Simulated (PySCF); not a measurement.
# CaH and its ions

UHF-CCSD(T); basis Ca aug-pcseg-1, H aug-pcseg-1; no relativity; PySCF 2.14. Neutral (UHF): doublet (σ ↑), Re = 2.070 Å, ωe = 1172 cm⁻¹, De = 1.52 eV.

CaH⁺ (RHF): singlet (closed shell), Re = 1.945 Å, ωe = 1340 cm⁻¹, De = 1.86 eV to Ca⁺ + H. The energies at the minima are -677.37979 hartree for CaH and -677.17502 for CaH⁺.

(1) Work out the adiabatic ionisation energy, without and with harmonic zero-point energies (1 hartree = 27.2114 eV, 1 eV = 8065.5 cm⁻¹), and the change of the bond length.

Correlated steps freeze 5 core orbitals. Correlated levels converge slowly with the basis: in double zeta they bind strong bonds too weakly, by up to about 1 eV, and carry superposition errors of some tenths. For an ion De counts to the pair picked by the measured ionisation energies or electron affinities, which need not be the lowest pair at this level. Where the molecule has an RHF reference, its open-shell atoms are computed with UHF. States were picked by a PBE0 search and need not be the measured ground states.

Neutral and ion stand on different kinds of reference determinant, which adds to the error of the difference.

Answers

(1) At CCSD(T): 0.20477 hartree = 5.572 eV between the minima; the zero-point term (1340.0 − 1172.0)/2 cm⁻¹ = +0.010 eV makes it 5.582 eV. Re changes by -12.5 pm against the neutral. The electron leaves a σ orbital, and the shorter bond of the ion fits an antibonding orbital, or a change in how ionic the bond is.
